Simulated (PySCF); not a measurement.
Gas-phase reaction: 3 WO₃ + 6 Cl = 3 WO₂Cl₂ + O₃

Energies from PySCF, thermal terms from the rigid-rotor harmonic-oscillator model, ideal gas at 1 bar. † marks an energy on the PBE0/def2-TZVP geometry and frequencies. MP2 and CCSD(T) freeze the core. Open shells (unrestricted): Cl (multiplicity 2, electronic degeneracy 6); the rest are closed-shell singlets. Spin-orbit splitting is ignored; it lowers the true energy and changes the entropy of Cl. W: scalar-relativistic def2 core potential, no spin-orbit coupling. MP2 isn't extrapolated to the basis-set limit; its ΔH°(298 K) is -1427.2 kJ in def2-SVP and -1581.2 kJ in def2-TZVPP. CCSD(T) isn't extrapolated to the basis-set limit; its ΔH°(298 K) is -1382.0 kJ in def2-SVP and -1498.6 kJ in def2-TZVPP. The harmonic model lacks anharmonicity and excited electronic states, which grow with temperature; levels with a mode under 35 cm⁻¹ are left out. Strong static correlation: O₃. Soft modes under 120 cm⁻¹ make the harmonic entropy rough for WO₂Cl₂. Warning, large T1 diagnostic: O₃, WO₂Cl₂, WO₃ (CCSD(T)/def2-TZVPP†).

ΔH° and ΔS° at 298 K: BLYP/def2-TZVP† -1457 kJ, -606 J/K; CCSD(T)/def2-TZVPP† -1499 kJ, -606 J/K; MP2/def2-SVP† -1427 kJ, -606 J/K.

With the heat capacities included, give log10 K (1 bar) at 500, 800, 1000, 1400, 2500 K from BLYP/def2-TZVP†, CCSD(T)/def2-TZVPP†, MP2/def2-SVP†.


| T (K) | BLYP/def2-TZVP† | CCSD(T)/def2-TZVPP† | MP2/def2-SVP† |
|---|---|---|---|
| 500 | 120.5 | 124.9 | 117.4 |
| 800 | 63.4 | 66.2 | 61.5 |
| 1000 | 44.4 | 46.6 | 42.9 |
| 1400 | 22.7 | 24.3 | 21.6 |
| 2500 | -1.1 | -0.2 | -1.7 |
